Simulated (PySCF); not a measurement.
Si(H)(Me)(Vi)(OMe), SMILES C=C[SiH](C)OC at its GFN2-xTB optimised geometry (Å):

```
16

Si    -0.8677    -0.1671     0.0000
C      1.0363    -0.1671     0.0000
C     -1.4869    -1.2350    -1.4348
C     -0.8107    -1.5474    -2.5299
O     -1.5025    -0.6740     1.4159
C     -1.3664    -1.9037     2.0625
H     -1.4448     1.1742     0.0000
H      1.4448    -1.1742    -0.0470
H      1.4220     0.3024     0.9011
H      1.4313     0.3846    -0.8469
H     -2.5006    -1.6129    -1.3436
H     -1.2268    -2.1576    -3.3181
H      0.1982    -1.2035    -2.6900
H     -0.3302    -2.0713     2.3677
H     -1.6770    -2.7266     1.4136
H     -2.0013    -1.8888     2.9496
```

Calculation: PBE0/def2-TZVP (PySCF). Cells within 0.4 Å of a nucleus heavier than hydrogen are left out (blank, or x).

Map of the Laplacian of the electron density (e/bohr⁵), clipped to [-1.50, 1.50] on the plane z = 0.0 Å:

```
|55555555555555555555555555555|
|55555555555555555555555555555|
|55555555555555555555555555555|
|55555555555555555555555555555|
|55555555555555555555555555555|
|55555555555555555555555555555|
|55555555555555555555555555555|
|55555555555555555555555555555|
|55555555445555555555555555555|
|55555554004555555555555555555|
|55555554014455555555555555555|
|55555554334455555555555555555|
|55555554446755555555555555555|
|55555555599995444474555555555|
|5555555589xx98443xxx455555555|
|555555559xxxx9442xxx555555555|
|5555555569xx964445xx355555555|
|55555555579975555431355555555|
|55555555555555555540045555555|
|55555555555555555551045555555|
|55555555555555555555555555555|
|55555555555555555555555555555|
|55555555555555555555555555555|
|55555555555555555555555555555|
|55555555555555555555555555555|
|55555555555555555555555555555|
|55555555555555555555555555555|
|55555555555555555555555555555|
|55555555555555555555555555555|
```
Scale: ten equal steps from -1.50 (start of '0') to 1.50 (end of '9'), in the order '0123456789'; x runs from -3.50 to 3.50, y from -3.50 (bottom) to 3.50 (top).
